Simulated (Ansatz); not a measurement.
A run for Ansatz (a quantum-chemistry and plane-wave program): R-r2SCAN/def2-TZVPP on CH4SSe (SMILES CS[SeH]), a point of a torsion scan.

Ansatz 0.2 input:
```yaml
crystal:
  periodic: [false, false, false]
  atoms:
    - {symbol: C, position_ang: [-0.89282799, -0.11899716, 0.03249407]}
    - {symbol: S, position_ang: [0.07295125, 1.37742211, -0.32841305]}
    - {symbol: Se, position_ang: [2.09578856, 0.60261295, 0.14389680]}
    - {symbol: H, position_ang: [-0.57860606, -0.93013649, -0.61890067]}
    - {symbol: H, position_ang: [-1.92645276, 0.14111488, -0.17003922]}
    - {symbol: H, position_ang: [-0.77592431, -0.39378799, 1.07738242]}
    - {symbol: H, position_ang: [2.71629496, 1.86530267, -0.18262454]}
basis:
  gaussian:
    orbitals: def2-TZVPP
hamiltonian:
  xc: {name: r2SCAN}
scf: {lower_state_search: off}
```

Output:

```
WARN ansatz: RAYON_NUM_THREADS=1 ignored (pool sized by the plan → 1); use --threads N
Functional definition: r2SCAN
these checks for a lower state are left out or cut short: stability, starts, cluster_reference, orbital_swaps, neighbouring_geometries, increment
integrals: 0.10 GiB planned
1087 factors; their error is unknown
mean field: 0.66 GiB planned
mean field evaluation 1: about -77280.8105 eV, gradient 4.9e1 eV
mean field evaluation 2: about -77274.3508 eV, gradient 6.5e1 eV
mean field evaluation 4: about -77286.2698 eV, gradient 3.6e0 eV
mean field evaluation 8: about -77286.2615 eV, gradient 3.9e-1 eV
mean field evaluation 16: about -77286.2617 eV, gradient 1.9e-5 eV
mean field -77286.26168185 eV, -2840.2177302985 hartree, gradient 5.9e-6 eV, S^2 0.000000; 0 other end points of the search recorded, 0 dependent functions left out
reference -77286.26169177 eV, -2840.2177306629 hartree; 30, 30 occupied and 147, 147 virtual orbitals, 1087 factors
Total energy: -77286.26169177 eV, -2840.2177306629 hartree
Checks for a lower state left out: stability, starts, cluster_reference, orbital_swaps, neighbouring_geometries, increment
```

The run converged.

Cost: around 6 core-seconds (rough).
